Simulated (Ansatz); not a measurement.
`Cl[BH][SbH2]` + `N[SiH3]` → `[SiH3][NH][SbH2]` + `BCl`  (cleavage of the Sb–B bond)

Isolated molecules relaxed with PBE0-D4/def2-TZVP in Ansatz; ΔE leaves out vibrations. CBS: MP2 limit from def2 TZ/QZ plus the TZ coupled-cluster correction, frozen cores. This one scheme is used for every species. Functionals use def2-TZVPP. HSE06 is defined as in plane-wave codes. Elements past krypton have def2 core potentials. For Sb outer-core shells are correlated without core-valence functions, which leaves a few kJ/mol of doubt a bond.

Is it downhill or uphill in electronic energy at CCSD(T)/CBS, and by how much? (An estimate is asked.)

Ansatz gave: Uphill: ΔE = +17.6 kJ/mol.

What do these levels give: PBE0-D4, HSE06-D4, ωB97M-V, PBE, HSE06, LC-ωPBE, RPA@PBE/def2-TZVPP, HF/def2-SVP, MP2/def2-SVP, SCS-MP2/def2-TZVPP, CCSD(T)/def2-TZVPP, HF/def2-QZVPP? (An estimate is asked.)

Computed: PBE0-D4 26.1, HSE06-D4 26.4, ωB97M-V 16.6, PBE 29.1, HSE06 28.6, LC-ωPBE 21.8, RPA@PBE/def2-TZVPP 10.6, HF/def2-SVP 16.4, MP2/def2-SVP 19.0, SCS-MP2/def2-TZVPP 10.8, CCSD(T)/def2-TZVPP 16.9, HF/def2-QZVPP 6.1 kJ/mol.

What do rigid-rotor, harmonic-oscillator terms from PBE0-D4/def2-TZVP frequencies (298.15 K, 1 bar) make of the CCSD(T)/CBS value? (Estimate.)

Ansatz gave: ΔZPE = -5.1 kJ/mol, ΔH = +12.6 kJ/mol, ΔS = -6 J/(mol·K), ΔG = +14.4 kJ/mol.

Largest T1 diagnostic among the species: 0.015.

In def2-TZVPP, CCSD(T) changes the Hartree–Fock value by +8.5 kJ/mol (the triples alone add +0.5 kJ/mol) and MP2 by +8.5 kJ/mol. Leaving LDA and LC-ωPBE aside and taking each functional with its dispersion term where it has one, the values, not all of them listed here, spread over 14.9 kJ/mol, from BHLYP-D4 to PBE-D4. LDA lies +5.8 kJ/mol from PBE without D4. The D4 term adds −4.1 kJ/mol with B3LYP and −2.3 kJ/mol with PBE0; it sums over pairs of atoms, weighted by their polarisabilities, and B3LYP, whose exchange is more repulsive, gets the larger term.

B3LYP here is the variant with VWN-RPA as its local correlation; programs differ in this.
